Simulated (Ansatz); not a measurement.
Ideal-gas functions of H5InOSeSi (`[SiH3][O][InH][SeH]`) at 600 K and 1 bar, from an Ansatz frequency run at PBE0-D4/def2-TZVP.

Molar mass 242.9 g/mol, point group Cs (symmetry number 1), electronic degeneracy 1, moments of inertia 223.275, 505.742, 723.117 u Å². Harmonic wavenumbers (cm⁻¹, unscaled): 47, 67, 73, 140, 247, 250, 396, 426, 454, 605, 722, 739, 951, 956, 992, 1008, 1895, 2155, 2206, 2211, 2427.

Use S(trans) = R[1.5 ln M + 2.5 ln T − 1.1517]; rotational temperatures θ = 24.2544 K / I; S(rot) = R[ln(√π/σ · √(T³/θAθBθC)) + 1.5]; for each mode x = 1.438777 ν̃/T, S = R[x/(eˣ − 1) − ln(1 − e⁻ˣ)] and H = RT x/(eˣ − 1); 1 cm⁻¹ = 0.0119627 kJ/mol; R = 8.31446 J/(mol·K).

Problem. By hand: the entropy, in J/(mol·K).

Solution. Translation 191.9. Rotation: θ = 0.1086, 0.048, 0.0335 K, giving 133.0. Vibration, mode by mode: 26.47, 23.53, 22.81, 17.43, 12.79, 12.69, 9.05, 8.49, 8.01, 5.91, 4.72, 4.57, 3.06, 3.03, 2.83, 2.74, 0.49, 0.29, 0.26, 0.26, 0.17, in all 169.6. Electronic 0.0. Sum 494.5 J/(mol·K).

Problem. By hand: H − E and G − E in kJ/mol, counted from the electronic energy.

Solution. Zero-point energy ½ × 18967 × 0.0119627 = 113.4; thermal vibration 45.6; translation, rotation and pV give 4 RT = 20.0. H − E = 179.0 kJ/mol, and G − E = 179.0 − 600 × 494.5/1000 = -117.7 kJ/mol.

Vibration gives 34 % of the entropy, 90.2 J/(mol·K) of it from the modes under 150 cm⁻¹: soft modes count most, and the harmonic formula is weakest for them. The sum counts one conformer and one mirror image; others add a mixing term.
